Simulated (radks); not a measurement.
Results of a calculation; reference values are marked as such.
Species: Ba20+. Configuration: [Kr] (the NIST ground configuration). Level of theory: non-relativistic Kohn-Sham, LDA (Slater exchange, Perdew-Wang correlation), spin-unpolarised, spherical densities, point nucleus; relativity is left out, which matters for an element this heavy (a radial shooting solver on a logarithmic mesh with Libxc functionals).

Normalised radial functions P(r) = r R(r), r in bohr:

| r | 2s | 3d | 4s |
|---|---|---|---|
| 0.001523 | 0.3774 | 0.0000 | 0.0895 |
| 0.002254 | 0.5355 | 0.0001 | 0.1269 |
| 0.003336 | 0.7442 | 0.0002 | 0.1763 |
| 0.004936 | 1.0015 | 0.0007 | 0.2371 |
| 0.007364 | 1.2872 | 0.0021 | 0.3040 |
| 0.0109 | 1.5147 | 0.0064 | 0.3556 |
| 0.01613 | 1.5396 | 0.0189 | 0.3558 |
| 0.02387 | 1.1383 | 0.0535 | 0.2483 |
| 0.03561 | 0.0866 | 0.1445 | -0.0200 |
| 0.0527 | -1.4648 | 0.3498 | -0.3885 |
| 0.07799 | -2.8257 | 0.7465 | -0.6049 |
| 0.1154 | -2.9926 | 1.3377 | -0.2847 |
| 0.1722 | -1.8121 | 1.8953 | 0.5519 |
| 0.2548 | -0.5619 | 1.9241 | 0.8553 |
| 0.3771 | -0.0700 | 1.2648 | -0.2168 |
| 0.5582 | -0.0024 | 0.4571 | -1.4274 |
| 0.826 | 0.0000 | 0.0704 | -1.1112 |
| 1.232 | 0.0000 | 0.0029 | -0.2530 |
| 1.824 | 0.0000 | 0.0000 | -0.0134 |
| 2.699 | 0.0000 | 0.0000 | -0.0001 |

2s: eigenvalue -6006.1 eV, 1 radial node at r = 0.0365 bohr, <r> = 0.116 bohr, 90 % of the charge inside 0.179 bohr. 3d: eigenvalue -1295.9 eV, 0 radial nodes, <r> = 0.263 bohr, 90 % of the charge inside 0.410 bohr. 4s: eigenvalue -678.98 eV, 3 radial nodes at r = 0.0348, 0.134, 0.356 bohr, <r> = 0.646 bohr, 90 % of the charge inside 0.915 bohr.
